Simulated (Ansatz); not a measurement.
H2BNO, SMILES `NB=O` (charge 0, multiplicity 1).

Cartesian coordinates (Å):
```xyz
5

N     -0.5785    -0.0016     0.0187
B      0.8021     0.0023    -0.0251
O      2.0147     0.0056    -0.0634
H     -1.1156    -0.8492     0.0708
H     -1.1227     0.8429    -0.0010
```
Charge 0, multiplicity 1.

Frozen-core energies in 6-31g from Ansatz (a quantum-chemistry and plane-wave program) at a geometry from B3LYP-D3(BJ)/def2-TZVP; the HF reference has <S^2> = 0.00 and the T1 diagnostic is 0.019.

| level | energy (Ha) |
|---|---|
| HF | -155.18102 |
| MP2 | -155.47163 |
| CCSD | -155.47777 |

Question: Estimate the energies of CCSD(T), CCSDT, CCSDT(Q) and CCSDTQ, and give each level's difference from CCSDTQ.

Answer: 
```tsv
level	energy (Ha)	difference from CCSDTQ (mHa)
MP2	-155.47163	15.96
CCSD	-155.47777	9.81
CCSD(T)	-155.48612	1.46
CCSDT	-155.48662	0.96
CCSDT(Q)	-155.48774	-0.16
CCSDTQ	-155.48759	0.00
```
